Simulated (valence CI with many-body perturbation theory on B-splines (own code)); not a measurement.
**Sb XIX: key properties**

Level of theory: relativistic CI+MBPT: five valence electrons over a frozen Dirac-Fock core [Ar] 3d10, radial functions for each j: 9 s, 9 p, 8 d, 6 f, 3 g, 1 h, with the one-electron correlation potential Σ1, the two-electron term Σ2, the three-electron term Σ3, Breit, model QED; selected CI, second order for the rest, scaled by the run's own slope (own B-spline code, finite nucleus).

No measured levels were compared; by estimate levels hold to about 250 cm⁻¹ or 0.2 % of their energy and the worst to 1 %, as in measured heavy ions of charge 2 to 7; those with d or f electrons hold less well. Among the levels kept, up to 1100 cm⁻¹ of a level comes from second order outside the variational space, and about a tenth of that is noise between levels of different J, which matters for small intervals.

Levels are named by their leading jj configuration (3d3/2^4 stands for four electrons in 3d with j = 3/2), which in mixed levels can hold well under half, so a name can repeat and another be missing.

Rates and lifetimes use the calculated energies. Strong lines usually hold to 10 to 20 %, long lifetimes can be off by a factor of two.

Question: What is the ground level?

Answer: (4s^2 4p1/2^2 4p3/2) J=3/2, composition 48 % 4s²4p³ ⁴S° + 33 % 4s²4p³ ²P° + 18 % 4s²4p³ ²D°, g = 1.560.

Question: How well does LS coupling describe the low levels?

Answer: Among the lowest 20 levels the leading LS term, summed over configurations, holds 63 % on average. For single configurations the figures are 58 % in LS and 71 % in jj coupling. Terms mix most in the J = 1/2 level at 698850 cm⁻¹, where the leading one holds 40 %.

Question: What is the ionisation energy?

Answer: 511.24 eV; NIST lists 510 ± 3 eV (theoretical).

Question: Where does the other parity begin?

Answer: At (4s 4p1/2^2 4p3/2^2) J=5/2, 425170 cm⁻¹.

Question: Name the longest-lived excited levels whose lifetime is computed, and their main decay.

Answer: (4s^2 4p1/2 4p3/2^2) J=5/2 at 96297 cm⁻¹ lives 544 μs, mostly by M1 to (4s^2 4p1/2^2 4p3/2) J=3/2; (4s^2 4p1/2 4p3/2^2) J=3/2 at 74709 cm⁻¹ lives 111 μs, mostly by M1 to (4s^2 4p1/2^2 4p3/2) J=3/2; (4s^2 4p1/2 4p3/2^2) J=1/2 at 126230 cm⁻¹ lives 80.2 μs, mostly by M1 to (4s^2 4p1/2^2 4p3/2) J=3/2. The lifetime of (4s^2 4p1/2 4p3/2 4d5/2) J=9/2 is too uncertain to give, and may be longer.
